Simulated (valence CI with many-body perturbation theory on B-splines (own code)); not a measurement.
The numbers below are computed, except where a source is named.
**Energy levels of Os⁷¹⁺**

Level of theory: configuration interaction combined with many-body perturbation theory (CI+MBPT): three valence electrons over a frozen Dirac-Fock core [He], radial functions for each j: 11 s, 11 p, 10 d, 8 f, 5 g, 2 h, with the one-electron correlation potential Σ1 (screened to all orders), the two-electron term Σ2, the three-electron term Σ3, Breit, model QED; selected single and double excitations, second order for the rest, scaled by the run's own slope (own B-spline code, finite nucleus).

The last digits are not significant, and no measured levels were compared; by estimate large intervals hold to a few tenths of a per cent, small ones and those within an open d or f shell to about a per cent.

Levels 91 to 135 of 165, with energies above the lowest level, (2s^2 2p1/2) J=1/2. "Leading %" is the weight of the configuration and term that name the level; weights of strongly mixed levels are sums over their largest components and can fall short. In the jj column 3d3/2^4 stands for four electrons in 3d with j = 3/2.

```csv
No.,Configuration,Term,J,E (× 10³ cm⁻¹),Leading %,Leading jj,g
91,2p2 3p,2P°,1/2,113740,87,2p1/2 2p3/2 3p3/2 (99 %),0.619
92,2p2 3d,2G,7/2,113790,55,2p1/2 2p3/2 3d3/2 (99 %),0.994
93,2p2 3d,2D,5/2,113930,37,2p1/2 2p3/2 3d3/2 (99 %),1.113
94,2p2 3d,2D,3/2,113970,47,2p1/2 2p3/2 3d3/2 (100 %),1.096
95,2p2 3d,2P,1/2,114060,39,2p1/2 2p3/2 3d3/2 (100 %),1.591
96,2p2 3d,4D,7/2,114660,46,2p1/2 2p3/2 3d5/2 (100 %),1.291
97,2p2 3d,2G,9/2,114800,65,2p1/2 2p3/2 3d5/2 (100 %),1.161
98,2p2 3d,2P,3/2,114820,40,2p1/2 2p3/2 3d5/2 (99 %),1.306
99,2p2 3d,2F,5/2,114830,44,2p1/2 2p3/2 3d5/2 (99 %),1.124
100,2p2 3d,2D,5/2,114980,57,2p1/2 2p3/2 3d5/2 (99 %),1.250
101,2p2 3d,2F,7/2,115030,71,2p1/2 2p3/2 3d5/2 (99 %),1.122
102,2p2 3d,2D,3/2,115100,57,2p1/2 2p3/2 3d5/2 (100 %),0.959
103,2p2 3d,2P,1/2,115150,57,2p1/2 2p3/2 3d5/2 (100 %),1.225
104,2p2 3s,4P,5/2,122190,65,2p3/2^2 3s (100 %),1.426
105,2p2 3s,2P,3/2,122290,55,2p3/2^2 3s (100 %),1.152
106,2p2 3s,2S,1/2,122800,68,2p3/2^2 3s (100 %),1.976
107,2s2 4s,2S,1/2,122880,98,2s^2 4s (98 %),1.990
108,2p2 3p,4P°,3/2,122920,28,2p3/2^2 3p1/2 (100 %),1.421
109,2p2 3p,2D°,5/2,122940,39,2p3/2^2 3p1/2 (100 %),1.162
110,2s2 4p,2P°,1/2,123180,98,2s^2 4p1/2 (98 %),0.654
111,2p2 3p,2P°,1/2,123500,75,2p3/2^2 3p1/2 (100 %),0.643
112,2s 2p 4s,4P°,1/2,124370,77,2s 2p1/2 4s (100 %),2.193
113,2s 2p 4s,4P°,3/2,124610,53,2s 2p1/2 4s (91 %),1.510
114,2s 2p 4p,4D,1/2,124630,66,2s 2p1/2 4p1/2 (100 %),0.413
115,2s 2p 4s,2P°,1/2,124700,87,2s 2p1/2 4s (100 %),0.862
116,2s2 4p,2P°,3/2,124830,90,2s^2 4p3/2 (90 %),1.342
117,2s 2p 4p,4D,3/2,124890,36,2s 2p1/2 4p1/2 (93 %),1.062
118,2s 2p 4p,4P,1/2,125000,41,2s 2p1/2 4p1/2 (100 %),1.757
119,2s2 4d,2D,3/2,125020,91,2s^2 4d3/2 (91 %),0.812
120,2s2 4d,2D,5/2,125460,98,2s^2 4d5/2 (98 %),1.192
121,2s2 4f,2F°,5/2,125560,98,2s^2 4f5/2 (98 %),0.848
122,2s2 4f,2F°,7/2,125770,98,2s^2 4f7/2 (98 %),1.134
123,2s 2p 4p,4P,3/2,126300,30,2s 2p1/2 4p3/2 (100 %),1.361
124,2s 2p 4d,4F°,3/2,126470,58,2s 2p1/2 4d3/2 (100 %),0.685
125,2s 2p 4p,2P,1/2,126560,43,2s 2p1/2 4p3/2 (95 %),1.366
126,2s 2p 4p,2D,5/2,126580,41,2s 2p1/2 4p3/2 (100 %),1.314
127,2s 2p 4p,2D,3/2,126580,40,2s 2p1/2 4p3/2 (100 %),1.278
128,2p2 3p,4D°,7/2,126670,65,2p3/2^2 3p3/2 (100 %),1.300
129,2p2 3p,2D°,5/2,126680,52,2p3/2^2 3p3/2 (100 %),1.298
130,2p2 3p,2P°,1/2,126690,54,2p3/2^2 3p3/2 (100 %),1.253
131,2s 2p 4d,4F°,5/2,126730,41,2s 2p1/2 4d3/2 (99 %),1.000
132,2s 2p 4d,2P°,3/2,126770,26,2s 2p1/2 4d3/2 (100 %),1.043
133,2s 2p 4d,4D°,1/2,126780,52,2s 2p1/2 4d3/2 (98 %),0.454
134,2s 2p 4d,4D°,5/2,126940,26,2s 2p1/2 4d5/2 (99 %),1.238
135,2s 2p 4f,4G,5/2,127020,44,2s 2p1/2 4f5/2 (100 %),0.840
```
